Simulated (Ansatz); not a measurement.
One arrangement of a pair

The pair of CH4O (SMILES CO, atoms 1–6) and H2Te (SMILES [TeH2], atoms 7–9), both closed shells, in one local arrangement (a lower one may exist), relaxed at PBE0-D4/def2-TZVP:

C1  (-0.028, -0.300, -1.451)
O2  (0.402, 0.810, -0.690)
H3  (0.588, -1.147, -1.150)
H4  (0.107, -0.137, -2.526)
H5  (-1.078, -0.552, -1.259)
H6  (-0.135, 1.572, -0.919)
Te7  (0.659, 0.261, 2.312)
H8  (0.317, -0.246, 3.861)
H9  (-0.832, -0.260, 1.822)
(Å)

Ansatz 0.2.0; basis: def2-TZVPPD, with def2-QZVPPD for the basis limit; cores frozen in the correlated methods. Filled d shells of the heavier atoms are correlated. Core potentials replace the inner electrons of the atoms past krypton. The def2 sets are not built for correlating such inner shells, so the correlated values are less sure here. B3LYP uses VWN-RPA correlation. Extrapolation: Hartree–Fock as exp(−7.88 √X), correlation as X^−2.97. Interaction energies count from these two fragments, frozen as in the pair, with the counterpoise correction; negative means bound.

**Question.** What is the interaction energy by CCSD(T) at an estimated basis limit (MP2 extrapolated from triple and quadruple zeta, plus CCSD(T) − MP2 in triple zeta)? (An estimate is asked for; the value comes from the calculation.)

**Answer.** By the calculation: -13.2 kJ/mol. Hartree–Fock alone gives -2.1 kJ/mol at the basis limit. It counts from the two fragments frozen as in the pair.

The same quantity by other methods in triple zeta, and each one's difference from that estimate:
```csv
method,E_int (kJ/mol),difference
PBE-D4,-15.1,-1.9
revPBE-D4,-14.4,-1.3
BLYP-D4,-14.8,-1.7
r2SCAN-D4,-13.5,-0.4
B97M-V,-15.2,-2.1
PBE0-D4,-14.2,-1.0
B3LYP-D4,-14.8,-1.6
HSE06-D4,-14.0,-0.9
wB97X-V,-13.5,-0.3
wB97M-V,-14.0,-0.8
B2PLYP,-8.5,4.7
HF,-2.0,11.2
MP2,-12.3,0.9
CCSD,-9.6,3.6
CCSD(T),-11.1,2.0
```
Differences are method less estimate.

**Question.** Which atoms make the shortest contact between the fragments?

**Answer.** O2 and H9, 3.00 Å apart.

Basis-set superposition shift (counterpoise-corrected less uncorrected): CCSD(T) 4.4; MP2 4.3; HF 0.2; PBE0-D4 0.1; wB97M-V 0.3 kJ/mol.

No T1 diagnostic of these runs exceeds 0.011.

For scale, one of the runs: CCSD(T)/def2-TZVPPD, 238 basis functions, launched by `ansatz run in.yaml --threads 4 --pin off --events-out ev --progress --plain --max-ram 9574MiB`. Hardware: 4 CPU threads of an Intel Xeon 6975P-C, shared host. Wall time 37 s; peak host memory 5.3 GiB.
